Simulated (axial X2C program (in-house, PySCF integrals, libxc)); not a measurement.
Spin–orbit splitting of π states down a group (EOM-EA-CCSD)

Calculated with an in-house all-electron X2C program for linear molecules (integrals from PySCF): two-component X2C with atomic mean-field Coulomb and Gaunt terms, Dyall basis sets with cores contracted in-house.

The first pair of π-type roots with Ω = 1/2 and 3/2, reached by adding an electron to a closed-shell reference; vertical energies, inner shells frozen. Splitting means E(3/2) − E(1/2).

Basis sets: Al dyall-av3z, Ga dyall-acv3z, In dyall-acv3z. Correlated electrons in EOM-CCSD (inner shells frozen, about 90 virtual spinors): Al₂²⁺ 4, Ga₂²⁺ 4, In₂²⁺ 4.

| species | reference | R (Å) | main character | spinor gap ε(3/2) − ε(1/2), HF (cm⁻¹) |
| --- | --- | --- | --- | --- |
| Al₂⁺ | Al₂²⁺ | 2.799 | 86% Al pπ | 70 |
| Ga₂⁺ | Ga₂²⁺ | 3.276 | 90% Ga pπ | 480 |
| In₂⁺ | In₂²⁺ | 3.610 | 90% In pπ | 1340 |

Should these pairs be regular or inverted?

Regular: one electron outside a closed shell puts Ω = 1/2 lowest, with the sign of the spinor gap.

EOM-EA-CCSD gives:

```json
{"species": "Al₂⁺", "binding Ω = 1/2 (eV)": "11.388", "binding Ω = 3/2 (eV)": "11.380", "splitting (cm⁻¹)": "69", "lowest root?": "no"}
{"species": "Ga₂⁺", "binding Ω = 1/2 (eV)": "10.457", "binding Ω = 3/2 (eV)": "10.399", "splitting (cm⁻¹)": "467", "lowest root?": "no"}
{"species": "In₂⁺", "binding Ω = 1/2 (eV)": "9.710", "binding Ω = 3/2 (eV)": "9.551", "splitting (cm⁻¹)": "1283", "lowest root?": "no"}
```

A negative binding energy means unbound at this level; the spinor gap is withheld where the HF spinor is unbound or of another character. A small p share on a heavy partner can supply much of the splitting, and mixing of Ω = 1/2 with σ states shifts it further.

With what power of Z of the atom that holds the π orbital does the splitting grow here (least-squares line in log–log)?

About Z^2.2 on average, though single steps scatter about that; valence splittings grow roughly as Z², far more slowly than the Z⁴ of hydrogen-like ions, because inner shells screen the nucleus.

States that need a further excitation are missing; levels can be off by some tenths of an eV, splittings by less.
